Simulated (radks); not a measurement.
Q: The oxygen ion O3+, configuration [He] 2s1.5 2p1.5 (fractional occupations, a model configuration). All-electron calculation, non-relativistic Kohn-Sham, PBE, spin-polarised, spherical densities, point nucleus; open shells are filled with parallel spins first. Program: a radial shooting solver on a logarithmic mesh with Libxc functionals. Some entries of the table are withheld. Estimate them.

orbital  occ.  eigenvalue (Ry)  <r^2> (bohr^2)
1s up       1              (1)         0.05374
1s down     1              (2)         0.05347
2s up       1         -5.97930           1.113
2s down   0.5         -5.51969           1.169
2p up     1.5         -4.91455             (3)
2p down     0         -4.46355             (4)

A: 
(1) 1s up eigenvalue (Ry): -43.07345
(2) 1s down eigenvalue (Ry): -42.91470
(3) 2p up <r^2> (bohr^2): 1.022
(4) 2p down <r^2> (bohr^2): 1.089
